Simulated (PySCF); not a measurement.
Compound: H₁₁NOSi₄.
SMILES: `N[Si@H](O)[SiH]([SiH3])[SiH3]`

Theory: TDDFT CAM-B3LYP/def2-SVPD, vertical, gas phase, core orbitals frozen in the response in PySCF. Geometry: GFN2-xTB, one conformer, isolated molecule. Torsions of this conformer, `[NH2:1][Si@H:2]([OH:3])[SiH:4]([SiH3:5])[SiH3:6]`: N1–Si2–Si4–Si5 27°, H–N1–Si2–O3 -51°, H–N1–Si2–O3 171°, H–O3–Si2–N1 55°.

Broadening: Gaussians 0.25 eV wide at half height, area fixed by f = 4.319×10⁻⁹ ∫ε dν̃. The width is an assumption, not a result. The curve ends short of the highest state used, and states not computed would add to its high-energy end.

| λ (nm) | ε (L mol⁻¹ cm⁻¹) |
| --- | --- |
| 186.4 | 6721 |
| 187.4 | 5108 |
| 188.4 | 3523 |
| 189.4 | 2212 |
| 190.4 | 1267 |
| 191.4 | 666 |
| 192.4 | 328 |
| 193.4 | 168 |
| 194.4 | 125 |
| 195.4 | 176 |
| 196.4 | 323 |
| 197.4 | 591 |
| 198.4 | 1006 |
| 199.4 | 1581 |
| 200.4 | 2299 |
| 201.4 | 3106 |
| 202.4 | 3919 |
| 203.4 | 4636 |
| 204.4 | 5160 |
| 205.4 | 5419 |
| 206.4 | 5379 |
| 207.4 | 5052 |
| 208.4 | 4491 |
| 209.4 | 3778 |
| 210.4 | 3007 |
| 211.4 | 2263 |
| 212.4 | 1610 |
| 213.4 | 1083 |
| 214.4 | 689 |
| 215.4 | 414 |
| 216.4 | 236 |
| 217.4 | 127 |
| 218.4 | 65 |
| 219.4 | 32 |
| 220.4 | 15 |
| 221.4 | 6 |

**Question.** Where are the band maxima, and which computed states make them?

**Answer.** 206 nm (6.03 eV), ε about 5400, made up of S1 (55%) and S2 (45%) (ε in L mol⁻¹ cm⁻¹; maxima over ε = 5, shares over 10%). At its high-energy end, 6.65 eV, the curve is still rising (ε about 6700, from S3 and S4). The states used: S1 5.98 eV (f 0.031); S2 6.09 eV (f 0.027); S3 6.69 eV (f 0.032); S4 6.75 eV (f 0.051); S5 6.93 eV (f 0.0029); S6 7.00 eV (f 0.023); S7 7.13 eV (f 0.116); S8 7.25 eV (f 0.131).

**Question.** What would ε be at 6.03 eV, the highest of these maxima, with half the width (0.125 eV)?

**Answer.** About 7260 L mol⁻¹ cm⁻¹ against 5440, a factor of about 1.3; a lone state at its own centre would give exactly 2.

**Question.** On this curve, what absorbance would a 10⁻³ mol/L sample give at 193 nm over a 1 cm path?

**Answer.** 193 nm is 6.424 eV, where ε is about 220 L mol⁻¹ cm⁻¹, so A = ε c l ≈ 0.22 (Beer–Lambert, with the gas-phase spectrum and the assumed width).

**Question.** Coming from long wavelengths, where does ε first pass 100 L mol⁻¹ cm⁻¹?

**Answer.** At about 218 nm (5.69 eV), 0.28 eV below S1.

Hardware: one thread, Arm Neoverse V1 (aarch64), no GPU, shared host with 32 logical CPUs at a one-minute load of 23. Cost: 72 s wall, 1.1 GiB resident at most.
